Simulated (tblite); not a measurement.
Record of a relaxation.

Species: C3H8GeSSe.
Atom-mapped SMILES: `[CH3:1][CH2:2][C:3](=[S:4])[Se:5][GeH3:6]` (hydrogens: H7, H8, H9 on C1; H10, H11 on C2; H12, H13, H14 on Ge6)

Computed with GFN2-xTB (tblite), gas phase: L-BFGS steps from a force-field or distance-geometry start until the largest atomic force falls under 0.01 eV/Å. 13 of its 181 geometries are shown.

Step 0: E = -511.5400 eV, largest atomic force 12.409 eV/Å
```
atom  x, y, z in Å  |  force x, y, z in eV/Å
C1     -1.722    0.299   -0.338   -0.541   0.544  -0.509
C2     -1.160   -0.767    0.575    0.183   0.205   1.649
C3      0.170   -1.305    0.079   -1.894   5.964   8.586
S4      0.214   -2.149   -1.089    0.486  -7.093 -10.170
Se5     1.762   -1.030    1.111    0.966   0.886   0.754
Ge6     2.235    0.964   -0.063    0.208   0.105   0.045
H7     -1.953   -0.120   -1.342    0.237   0.328   0.639
H8     -1.007    1.147   -0.443   -0.461  -0.553  -0.012
H9     -2.669    0.692    0.098    0.676  -0.231  -0.362
H10    -1.010   -0.328    1.596   -0.140  -0.240  -0.563
H11    -1.889   -1.605    0.691    0.557   0.448  -0.230
H12     1.245    2.067    0.385    0.327  -0.278  -0.197
H13     3.683    1.417    0.270   -0.603  -0.192  -0.124
H14     2.100    0.719   -1.587    0.001   0.106   0.493
```

Step 15: E = -512.6234 eV, largest atomic force 0.074 eV/Å
```
atom  x, y, z in Å  |  force x, y, z in eV/Å
C1     -1.716    0.298   -0.328    0.005   0.002   0.007
C2     -1.153   -0.763    0.621    0.015  -0.041  -0.011
C3      0.115   -1.332    0.086    0.064   0.002   0.037
S4      0.205   -2.207   -1.262   -0.007   0.038   0.009
Se5     1.739   -0.948    1.157   -0.009   0.009  -0.054
Ge6     2.226    0.974   -0.055    0.007   0.004   0.001
H7     -1.909   -0.137   -1.306   -0.007   0.002   0.012
H8     -1.013    1.121   -0.447    0.026   0.000   0.006
H9     -2.645    0.691    0.077   -0.021   0.009  -0.017
H10    -0.979   -0.333    1.612   -0.036  -0.001  -0.033
H11    -1.882   -1.573    0.707   -0.017  -0.010   0.033
H12     1.296    2.095    0.336    0.014   0.023  -0.013
H13     3.630    1.389    0.274   -0.027  -0.028   0.004
H14     2.087    0.724   -1.530   -0.008  -0.009   0.021
```

Step 30: E = -512.6261 eV, largest atomic force 0.030 eV/Å
```
atom  x, y, z in Å  |  force x, y, z in eV/Å
C1     -1.714    0.290   -0.325    0.004   0.009  -0.009
C2     -1.159   -0.772    0.627   -0.009  -0.013   0.004
C3      0.116   -1.326    0.093    0.003   0.000  -0.004
S4      0.205   -2.174   -1.273    0.017   0.003  -0.003
Se5     1.733   -0.938    1.156    0.009   0.019   0.004
Ge6     2.222    0.982   -0.059    0.004  -0.010   0.007
H7     -1.902   -0.145   -1.303   -0.020  -0.008  -0.006
H8     -1.000    1.105   -0.441    0.011   0.023   0.006
H9     -2.643    0.694    0.070   -0.007  -0.006  -0.001
H10    -0.998   -0.339    1.617    0.003  -0.006   0.007
H11    -1.882   -1.586    0.712   -0.028  -0.009   0.004
H12     1.316    2.126    0.320    0.003   0.002   0.004
H13     3.630    1.365    0.278    0.007  -0.001  -0.012
H14     2.075    0.719   -1.529    0.004  -0.004  -0.001
```

Step 45: E = -512.6375 eV, largest atomic force 0.160 eV/Å
```
atom  x, y, z in Å  |  force x, y, z in eV/Å
C1     -1.764    0.258   -0.286    0.021  -0.054  -0.038
C2     -1.259   -0.866    0.626    0.102   0.008  -0.013
C3      0.101   -1.244    0.144    0.064  -0.012  -0.013
S4      0.391   -1.939   -1.284   -0.089  -0.011   0.087
Se5     1.589   -0.710    1.322   -0.030   0.051  -0.039
Ge6     2.316    0.992   -0.099    0.039   0.000   0.013
H7     -1.938   -0.138   -1.282   -0.101   0.020  -0.056
H8     -1.004    1.038   -0.371   -0.111   0.038   0.109
H9     -2.684    0.682    0.111    0.065  -0.006  -0.056
H10    -1.204   -0.497    1.653   -0.001  -0.107   0.025
H11    -1.936   -1.726    0.580    0.072   0.106  -0.035
H12     1.569    2.248    0.269    0.010   0.028  -0.045
H13     3.781    1.256    0.093   -0.019  -0.041   0.040
H14     2.042    0.644   -1.532   -0.023  -0.021   0.020
```

Step 60: E = -512.7027 eV, largest atomic force 0.222 eV/Å
```
atom  x, y, z in Å  |  force x, y, z in eV/Å
C1     -1.874    0.248   -0.198   -0.013  -0.009  -0.002
C2     -1.313   -0.969    0.555    0.010   0.030  -0.079
C3      0.120   -1.113    0.187    0.005   0.008  -0.013
S4      0.594   -1.858   -1.166    0.070  -0.013  -0.007
Se5     1.345   -0.247    1.432   -0.062   0.013   0.055
Ge6     2.466    1.046   -0.144   -0.003  -0.059  -0.018
H7     -2.013   -0.003   -1.248    0.004   0.010   0.044
H8     -1.195    1.100   -0.146    0.053  -0.052   0.114
H9     -2.826    0.552    0.227   -0.049  -0.065  -0.010
H10    -1.407   -0.841    1.635   -0.031   0.108   0.059
H11    -1.862   -1.859    0.249   -0.064  -0.058   0.004
H12     2.002    2.468    0.027    0.052  -0.007  -0.023
H13     3.963    1.004   -0.027   -0.061  -0.023   0.040
H14     1.998    0.472   -1.438    0.090   0.116  -0.166
```

Step 75: E = -512.8187 eV, largest atomic force 0.199 eV/Å
```
atom  x, y, z in Å  |  force x, y, z in eV/Å
C1     -2.049    0.221   -0.040   -0.068   0.024  -0.036
C2     -1.362   -1.051    0.463   -0.036  -0.125   0.032
C3      0.107   -0.960    0.213   -0.009  -0.003   0.053
S4      0.891   -1.887   -0.860   -0.007   0.037  -0.023
Se5     0.999    0.381    1.281   -0.037  -0.018  -0.073
Ge6     2.595    1.058   -0.282    0.056  -0.003  -0.042
H7     -2.004    0.286   -1.127   -0.026  -0.109   0.039
H8     -1.553    1.107    0.358   -0.032  -0.034   0.091
H9     -3.087    0.240    0.278   -0.021  -0.037  -0.053
H10    -1.548   -1.173    1.538    0.079   0.166  -0.008
H11    -1.771   -1.938   -0.035    0.099   0.162  -0.059
H12     2.606    2.564   -0.279    0.019  -0.029   0.060
H13     3.967    0.572    0.080   -0.009  -0.016  -0.020
H14     2.207    0.581   -1.646   -0.008  -0.015   0.041
```

Step 90: E = -512.9294 eV, largest atomic force 0.143 eV/Å
```
atom  x, y, z in Å  |  force x, y, z in eV/Å
C1     -2.287    0.148    0.113   -0.066  -0.046  -0.012
C2     -1.346   -1.009    0.438    0.030   0.009   0.029
C3      0.092   -0.691    0.180    0.002   0.095   0.014
S4      1.087   -1.756   -0.546    0.092   0.016  -0.062
Se5     0.728    1.016    0.742   -0.040  -0.052  -0.040
Ge6     2.765    0.985   -0.423    0.068   0.038   0.118
H7     -2.030    0.573   -0.856   -0.081   0.000   0.030
H8     -2.220    0.929    0.870    0.028   0.005  -0.047
H9     -3.312   -0.219    0.079    0.072   0.091   0.007
H10    -1.462   -1.279    1.494    0.030  -0.016  -0.007
H11    -1.612   -1.883   -0.160    0.057  -0.023   0.015
H12     3.249    2.409   -0.249   -0.018  -0.118  -0.050
H13     3.817    0.068    0.136   -0.143   0.006  -0.002
H14     2.529    0.708   -1.874   -0.031  -0.004   0.007
```

Step 105: E = -512.9584 eV, largest atomic force 0.071 eV/Å
```
atom  x, y, z in Å  |  force x, y, z in eV/Å
C1     -2.295    0.126    0.124    0.013  -0.013  -0.015
C2     -1.303   -0.993    0.438    0.038  -0.012  -0.005
C3      0.113   -0.620    0.134   -0.050   0.017  -0.012
S4      1.127   -1.653   -0.621   -0.034   0.041   0.026
Se5     0.676    1.110    0.675   -0.013  -0.027  -0.021
Ge6     2.742    0.968   -0.416   -0.011   0.017  -0.007
H7     -2.084    0.554   -0.854   -0.015  -0.023  -0.025
H8     -2.233    0.921    0.866    0.020  -0.007  -0.002
H9     -3.307   -0.268    0.116   -0.040   0.001   0.049
H10    -1.368   -1.249    1.501   -0.018  -0.006  -0.019
H11    -1.545   -1.891   -0.137    0.011   0.019   0.015
H12     3.336    2.342   -0.244    0.018  -0.020  -0.016
H13     3.633   -0.041    0.230    0.032  -0.012  -0.014
H14     2.507    0.694   -1.869    0.049   0.026   0.044
```

Step 120: E = -512.9757 eV, largest atomic force 0.081 eV/Å
```
atom  x, y, z in Å  |  force x, y, z in eV/Å
C1     -2.340    0.104    0.127   -0.007   0.021   0.016
C2     -1.304   -0.980    0.409   -0.052   0.002   0.026
C3      0.095   -0.574    0.080    0.023  -0.019   0.008
S4      1.120   -1.607   -0.660   -0.005  -0.022  -0.052
Se5     0.671    1.147    0.624   -0.007   0.010  -0.008
Ge6     2.780    0.957   -0.383   -0.027  -0.009   0.003
H7     -2.316    0.384   -0.922    0.016   0.034  -0.046
H8     -2.134    0.987    0.732    0.002   0.032  -0.012
H9     -3.341   -0.245    0.365    0.037  -0.068   0.025
H10    -1.330   -1.233    1.473   -0.019  -0.003   0.059
H11    -1.535   -1.887   -0.151   -0.010  -0.013  -0.020
H12     3.412    2.304   -0.156    0.015   0.019  -0.003
H13     3.631   -0.093    0.255   -0.010   0.006   0.001
H14     2.590    0.737   -1.850    0.044   0.008   0.003
```

Step 135: E = -512.9831 eV, largest atomic force 0.029 eV/Å
```
atom  x, y, z in Å  |  force x, y, z in eV/Å
C1     -2.359    0.085    0.134   -0.024  -0.003   0.001
C2     -1.298   -0.970    0.431   -0.012   0.012  -0.003
C3      0.079   -0.558    0.024    0.006   0.000   0.004
S4      1.073   -1.580   -0.769    0.011   0.003  -0.027
Se5     0.647    1.184    0.518    0.009  -0.002  -0.002
Ge6     2.800    0.962   -0.379   -0.015  -0.021   0.007
H7     -2.397    0.296   -0.932    0.006   0.006   0.012
H8     -2.137    1.009    0.668   -0.003   0.008  -0.010
H9     -3.334   -0.271    0.455   -0.016  -0.006  -0.006
H10    -1.284   -1.167    1.509    0.005   0.000   0.010
H11    -1.541   -1.905   -0.078    0.012  -0.006   0.007
H12     3.463    2.277   -0.071    0.006   0.001   0.004
H13     3.544   -0.143    0.296    0.023   0.010   0.012
H14     2.745    0.778   -1.861   -0.009  -0.002  -0.010
```

Step 150: E = -512.9845 eV, largest atomic force 0.018 eV/Å
```
atom  x, y, z in Å  |  force x, y, z in eV/Å
C1     -2.369    0.076    0.129    0.015  -0.003   0.001
C2     -1.296   -0.964    0.439    0.010   0.001  -0.004
C3      0.073   -0.547    0.012    0.014   0.001   0.001
S4      1.050   -1.550   -0.827    0.002  -0.010  -0.003
Se5     0.658    1.179    0.535    0.000   0.002   0.006
Ge6     2.807    0.955   -0.373   -0.005   0.003   0.007
H7     -2.411    0.273   -0.940    0.002  -0.006   0.000
H8     -2.154    1.010    0.647   -0.007   0.010  -0.001
H9     -3.340   -0.286    0.456   -0.018  -0.001   0.001
H10    -1.270   -1.137    1.521   -0.008   0.004   0.002
H11    -1.532   -1.912   -0.048   -0.002  -0.001   0.001
H12     3.469    2.270   -0.062    0.006   0.004   0.003
H13     3.560   -0.143    0.307   -0.004  -0.007  -0.006
H14     2.754    0.775   -1.855   -0.005   0.002  -0.008
```

Step 165: E = -512.9816 eV, largest atomic force 0.433 eV/Å
```
atom  x, y, z in Å  |  force x, y, z in eV/Å
C1     -2.371    0.029    0.050   -0.257   0.144   0.069
C2     -1.285   -0.943    0.507    0.063  -0.012  -0.068
C3      0.076   -0.534    0.039   -0.008  -0.035  -0.018
S4      0.947   -1.438   -1.004   -0.049   0.033   0.058
Se5     0.748    1.098    0.738   -0.056   0.016   0.041
Ge6     2.820    0.967   -0.339   -0.003   0.001  -0.020
H7     -2.465    0.015   -1.042    0.004   0.023   0.316
H8     -2.127    1.050    0.376   -0.079  -0.245  -0.110
H9     -3.332   -0.257    0.503    0.332   0.119  -0.251
H10    -1.284   -0.989    1.602    0.016   0.025  -0.026
H11    -1.500   -1.938    0.113    0.013  -0.041   0.031
H12     3.556    2.211    0.083   -0.020  -0.010  -0.003
H13     3.564   -0.233    0.139    0.039  -0.048   0.015
H14     2.653    0.961   -1.821    0.002   0.029  -0.033
```

Step 180: E = -512.9969 eV, largest atomic force 0.010 eV/Å
```
atom  x, y, z in Å  |  force x, y, z in eV/Å
C1     -2.334   -0.017   -0.045   -0.001   0.002   0.001
C2     -1.281   -0.921    0.603    0.000   0.003   0.001
C3      0.081   -0.539    0.129   -0.002   0.004   0.002
S4      0.827   -1.318   -1.093    0.006  -0.005  -0.006
Se5     0.866    0.955    0.994   -0.002   0.002  -0.001
Ge6     2.797    0.966   -0.333   -0.001  -0.003   0.002
H7     -2.310   -0.128   -1.126    0.000   0.002  -0.003
H8     -2.139    1.025    0.206    0.003   0.001   0.001
H9     -3.324   -0.284    0.315   -0.002  -0.002  -0.001
H10    -1.337   -0.813    1.690    0.000   0.001   0.005
H11    -1.476   -1.960    0.332    0.001  -0.006   0.000
H12     3.606    2.126    0.180   -0.003   0.003   0.003
H13     3.573   -0.297   -0.142    0.001  -0.004  -0.003
H14     2.450    1.204   -1.767    0.000   0.000  -0.001
```

Task: Summarise the path.

Result: The energy falls by 1.4570 eV from step 0 to step 180; nine tenths of that is first reached at step 81. It rises by more than 0.2 meV at steps 163, 165 and 167. The largest force goes from 12.409 to 0.010 eV/Å. Among the bonds C3=S4 changes most, from 1.441 to 1.630 Å; the atoms move by 1.203 Å rms after alignment.

Task: Follow the three bonds and two angles with the largest change from start to end.

Result: 
| step | E above end (eV) | largest force (eV/Å) | C3=S4 (Å) | Ge6–H13 (Å) | Ge6–H14 (Å) | Se5–Ge6–H12 (°) | C2–C3–Se5 (°) |
| --- | --- | --- | --- | --- | --- | --- | --- |
| 0 | 1.4570 | 12.409 | 1.441 | 1.553 | 1.549 | 109.2 | 120.0 |
| 8 | 0.3829 | 0.131 | 1.611 | 1.497 | 1.498 | 109.1 | 117.1 |
| 16 | 0.3729 | 0.070 | 1.610 | 1.501 | 1.503 | 110.8 | 115.4 |
| 23 | 0.3714 | 0.023 | 1.610 | 1.498 | 1.500 | 111.7 | 115.7 |
| 31 | 0.3707 | 0.032 | 1.610 | 1.498 | 1.500 | 111.6 | 115.8 |
| 39 | 0.3678 | 0.059 | 1.611 | 1.498 | 1.502 | 109.8 | 115.8 |
| 47 | 0.3551 | 0.161 | 1.612 | 1.492 | 1.500 | 107.3 | 114.9 |
| 55 | 0.3210 | 0.168 | 1.618 | 1.500 | 1.498 | 106.5 | 114.3 |
| 63 | 0.2567 | 0.338 | 1.622 | 1.496 | 1.487 | 109.0 | 113.0 |
| 70 | 0.2033 | 0.262 | 1.621 | 1.499 | 1.492 | 108.4 | 113.9 |
| 78 | 0.1580 | 0.219 | 1.627 | 1.497 | 1.489 | 104.8 | 113.7 |
| 86 | 0.0921 | 0.389 | 1.632 | 1.507 | 1.504 | 101.7 | 117.3 |
| 94 | 0.0558 | 0.126 | 1.632 | 1.494 | 1.497 | 103.7 | 117.6 |
| 102 | 0.0420 | 0.094 | 1.632 | 1.492 | 1.495 | 104.2 | 117.1 |
| 110 | 0.0341 | 0.112 | 1.633 | 1.494 | 1.494 | 104.2 | 117.8 |
| 117 | 0.0246 | 0.118 | 1.634 | 1.497 | 1.497 | 104.1 | 117.8 |
| 125 | 0.0172 | 0.046 | 1.632 | 1.495 | 1.494 | 104.5 | 117.1 |
| 133 | 0.0141 | 0.038 | 1.632 | 1.492 | 1.494 | 104.1 | 117.3 |
| 141 | 0.0131 | 0.026 | 1.632 | 1.494 | 1.494 | 103.9 | 117.2 |
| 149 | 0.0125 | 0.017 | 1.632 | 1.494 | 1.494 | 103.8 | 117.2 |
| 157 | 0.0119 | 0.033 | 1.632 | 1.494 | 1.496 | 104.3 | 117.1 |
| 164 | 0.0097 | 0.252 | 1.635 | 1.505 | 1.504 | 104.9 | 115.2 |
| 172 | 0.0011 | 0.046 | 1.630 | 1.494 | 1.495 | 104.9 | 115.7 |
| 180 | 0.0000 | 0.010 | 1.630 | 1.494 | 1.495 | 104.7 | 115.7 |

The cost below is that of the whole relaxation. On an Arm Neoverse V1 with one thread, shared host with 32 logical CPUs at a one-minute load of 26, this took 1.4 s of wall time.
